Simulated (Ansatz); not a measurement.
Total energies of Ga₄N₄H₁₄, a cluster cut from wurtzite GaN (hydrogen-capped) from Ansatz at PBE0-D4/def2-TZVP, gas phase (1 Eh = 27.2114 eV = 2625.5 kJ/mol). The reference geometry is relaxed at r2SCAN-D4/def2-SVP.

Cartesian coordinates in Å:
```
Ga 1.478 -0.203 -1.528
N -0.287 -1.246 -1.507
Ga 0.901 -1.152 1.556
N 1.464 0.323 0.373
N -1.118 -0.834 1.400
Ga -1.671 -0.368 -0.426
Ga 0.433 1.975 0.688
N -1.142 1.519 -0.542
H 2.630 -1.214 -1.854
H 1.139 1.021 -2.470
H -0.080 -2.174 -1.123
H -0.597 -1.411 -2.467
H 1.081 -2.558 0.855
H 1.313 -0.904 3.048
H 2.436 0.537 0.621
H -1.620 -1.651 1.756
H -1.349 -0.068 2.041
H -3.151 -0.694 -0.802
H 1.150 3.240 0.104
H -0.240 1.973 2.119
H -0.847 1.740 -1.499
H -1.923 2.149 -0.344
```

| state | geometry | energy (Eh) |
| --- | --- | --- |
| charge 0 singlet | reference | -7925.89580 |
| charge 1 doublet | reference | -7925.55540 |
| charge -1 doublet | reference | -7925.85958 |
| free Ga atom (doublet) | – | -1924.55212 |
| free N atom (quartet) | – | -54.54382 |
| free H atom (doublet) | – | -0.50104 |

Q: Work out the vertical ionisation energy to the doublet.

A: E(charge 1 doublet) − E(charge 0 singlet) = -7925.55540 − (-7925.89580) = 0.34040 Eh = 9.26 eV. For comparison, −ε of the highest occupied level is 7.52 eV at this level, 1.74 eV less.

Q: Work out the vertical electron affinity, to the doublet.

A: E(charge 0 singlet) − E(charge -1 doublet) = -7925.89580 − (-7925.85958) = -0.03622 Eh = -0.99 eV; negative, so the extra electron isn't bound. The basis lacks diffuse functions, which makes affinities too small.

Q: Give the fundamental gap IE − EA, the Mulliken electronegativity (IE + EA)/2 and the hardness (IE − EA)/2.

A: From the values in Eh: IE − EA = 0.34040 − (-0.03622) = 0.37662 Eh = 10.25 eV; (IE + EA)/2 = 4.14 eV; (IE − EA)/2 = 5.12 eV. The HOMO–LUMO gap of the same run is 7.38 eV, 2.87 eV smaller than the fundamental gap.

Q: What is the binding energy per atom against free atoms?

A: Atoms: 4 × (-1924.55212) + 4 × (-54.54382) + 14 × (-0.50104) = -7923.39832 Eh. Binding: -7923.39832 − (-7925.89580) = 2.49748 Eh = 67.96 eV, or 3.09 eV for each of 22 atoms (no zero-point energy, no counterpoise term).

At PBE0-D4/def2-TZVP the highest occupied level of the charge -1 doublet lies above zero (up to 2.23 eV). By energy differences it is unbound by 0.99 eV (vertical, against the charge 0 singlet, at PBE0-D4/def2-TZVP) and held by the finite basis.
